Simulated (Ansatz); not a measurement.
Computed with Ansatz on PBE0-D4/def2-TZVP structures; ΔE is electronic, products minus reactants. CCSD(T)/CBS adds triple-zeta CCSD(T) − MP2 to the extrapolated MP2 energy (def2 sets, frozen cores). This one scheme is used for every species. Functionals use def2-TZVPP. B3LYP here is the variant with VWN-RPA as its local correlation; programs differ in this. HSE06 is defined as in plane-wave codes. One conformer a species, not always the lowest.

`CB(C)C=O` + H₂ → `CBC=O` + CH₄  (hydrogenolysis of a B–C bond)

```
             level  ΔE (kcal/mol)  difference from CCSD(T)/CBS
       LDA (SPW92)           -1.4                          1.9
         r2SCAN-D4           -2.8                          0.5
          B3LYP-D4           -3.8                         -0.5
        r2SCANh-D4           -3.0                          0.3
          HSE06-D4           -3.1                          0.2
          PBE-QIDH           -3.7                         -0.4
               PBE           -3.8                         -0.5
            revPBE           -4.7                         -1.4
              BLYP           -5.9                         -2.6
              PBE0           -4.2                         -0.9
             HSE06           -4.1                         -0.8
         CAM-B3LYP           -5.3                         -2.0
RPA@PBE/def2-TZVPP           -4.1                         -0.8
     CCSD/def2-SVP           -5.2                         -1.9
    MP2/def2-QZVPP           -2.5                          0.8
SCS-MP2/def2-QZVPP           -4.0                         -0.7
       CCSD(T)/CBS           -3.3                            0
```

Largest T1 diagnostic among the species: 0.016.

At CCSD(T), def2-SVP lies −1.3 kcal/mol from the extrapolated value and def2-TZVPP −0.4 kcal/mol. The D4 term adds +2.0 kcal/mol with B3LYP and +1.1 kcal/mol with PBE0; it sums over pairs of atoms, weighted by their polarisabilities, and B3LYP, whose exchange is more repulsive, gets the larger term.
